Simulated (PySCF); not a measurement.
PySCF 2.14 output of an unrestricted PBE0 calculation on a single atom or ion in x2c-QZVPPall with one added diffuse shell each of s, p, d, f, g type (12s8p6d4f3g, 121 functions), with scalar relativity by spin-free X2C-1e:

```
SCF conv_tol = 1e-09
number electrons alpha = 13  beta = 9
    C. Adamo and V. Barone.,  J. Chem. Phys. 110, 6158 (1999)
    M. Ernzerhof and G. E. Scuseria.,  J. Chem. Phys. 110, 5029 (1999)
cycle= 1 E= -1049.71969660646  delta_E= -0.00866  |g|= 0.0202  |ddm|= 0.0957
cycle= 2 E= -1049.7197401072  delta_E= -4.35e-05  |g|= 0.00934  |ddm|= 0.0136
cycle= 3 E= -1049.71975604017  delta_E= -1.59e-05  |g|= 0.00374  |ddm|= 0.00725
cycle= 4 E= -1049.71975865269  delta_E= -2.61e-06  |g|= 0.000117  |ddm|= 0.00208
cycle= 5 E= -1049.71975865621  delta_E= -3.52e-09  |g|= 9.52e-06  |ddm|= 6.8e-05
cycle= 6 E= -1049.71975865625  delta_E= -3.23e-11  |g|= 9.36e-07  |ddm|= 6.46e-06
converged SCF energy = -1049.71975865625  <S^2> = 6.0004813  2S+1 = 5.0001925
```

The run itself started from symmetry-adapted Hartree-Fock orbitals and held the occupation by maximum overlap, on a logarithmic radial grid, so the iterations belong to that start.

Task: Which element, charge and spin multiplicity is this?

Result: Cr²⁺ (chromium, charge +2), multiplicity 5; the state was [Ar] 3d4, high-spin 5D determinant.
